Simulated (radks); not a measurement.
Values are calculated unless marked as measured or tabulated.
Spin polarisation of the 4d7 shell in Rh2+. Start: [Kr] 4d(up 3.5, down 3.5); electrons of 4d are moved from spin down to spin up, other shells keep equal spins. Code: a radial shooting solver on a logarithmic mesh with Libxc functionals. Model: non-relativistic Kohn-Sham, BLYP, spin-polarised, spherical densities, point nucleus.

moment (Bohr magnetons)  E - E(0) (eV)  e(4d up) (eV)  e(4d down) (eV)  4p down minus up (eV)  4s down minus up (eV)  3d down minus up (eV)
0                                0.000        -25.993          -25.993                  0.000                  0.000                  0.000
0.75                            -0.099        -26.245          -25.720                  0.559                  0.547                  0.113
1.5                             -0.394        -26.475          -25.428                  1.115                  1.093                  0.226
2.25                            -0.883        -26.682          -25.118                  1.669                  1.636                  0.338
3                               -1.565        -26.865          -24.793                  2.218                  2.176                  0.451

At moment 3 the spin-polarisation energy is -1.565 eV and the 4d exchange splitting 2.072 eV, that is 0.691 eV per Bohr magneton; E = -I m^2/4 would give I = 0.696 eV.
